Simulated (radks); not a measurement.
The numbers below are computed, except where a source is named.
Effect of the nuclear size on neutral europium, [Xe] 4f7 6s2. Code: a radial shooting solver on a logarithmic mesh with Libxc functionals. Model: Dirac Kohn-Sham, PBE, spin-unpolarised, spherical densities, finite nucleus; open shells fill j = l - 1/2 first; Fermi nuclear charge, rms radius 5.1115 fm. The rms radius is varied about that value; shifts are against it.

rms radius (fm)	total energy shift (eV)	density at nucleus (e/bohr^3)	1s1/2 shift (meV)	2s1/2 shift (meV)	5s1/2 shift (meV)	5p1/2 shift (meV)	6s1/2 shift (meV)	4f7/2 shift (meV)	6p1/2 (empty) shift (meV)
4.355	-5.17	6.025e+05	-2130	-273	-1.99	0.267	-0.079	0.416	0.084
4.8866	-1.60	5.856e+05	-661	-84.5	-0.616	0.083	-0.024	0.129	0.026
5.1115	0	5.792e+05	0.000	0.000	0.000	0.000	0.000	0.000	0.000
5.3006	1.39	5.74e+05	573	73.2	0.534	-0.072	0.021	-0.112	-0.023
5.776	5.05	5.62e+05	2080	266	1.94	-0.261	0.077	-0.406	-0.082

Slopes of the eigenvalues against <r^2> in GHz/fm^2, as finite differences over the two radii next to the reference (eigenvalue slopes, not the field-shift constants of lines): 1s1/2 70800, 2s1/2 9040, 5s1/2 66.0, 5p1/2 -8.85, 6s1/2 2.61, 4f7/2 -13.8, 6p1/2 (empty) -2.80.
